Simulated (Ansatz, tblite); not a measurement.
Cost and result up the ladder for GeCl4 (5 atoms). Charge 0, multiplicity 1. Geometry: PBE-D4/def2-SVP.

```xyz
5

Ge    0.000    0.000    0.000
Cl   -0.312    0.723    1.997
Cl   -0.606   -2.056   -0.120
Cl    2.081    0.163   -0.503
Cl   -1.162    1.170   -1.375
```

Ansatz on 2 threads of Arm Neoverse V1 on a shared host; xTB runs through tblite on one thread. Times are rough, summed over both states, and most runs start from the orbitals of an earlier one. No level here is sound enough to serve as a yardstick. The other state is a doublet.

The xTB rows come from tblite. HOMO above LUMO, or a gap near zero within one spin, warns that the state may not be the lowest or that an electron is smeared out.

Run but left out: LDA (SPW92)/def2-TZVP (charge +1 doublet: an occupied level 0.05 eV above an empty one).

Raw xTB energies of ions are shifted by several eV.

```
                            level  functions  wall time  vertical IE (eV)                                     remarks
                         GFN2-xTB         45    0.012 s             14.92                                           –
                         GFN1-xTB         45    0.013 s             15.05                                           –
                BLYP-D4/def2-TZVP        196       14 s             10.72  gap within one spin near zero (+1 doublet)
   PBE-D4/def2-TZVP (with forces)        196       14 s             10.89  gap within one spin near zero (+1 doublet)
r2SCAN-D4/def2-TZVP (with forces)        196       58 s             11.23  gap within one spin near zero (+1 doublet)
```
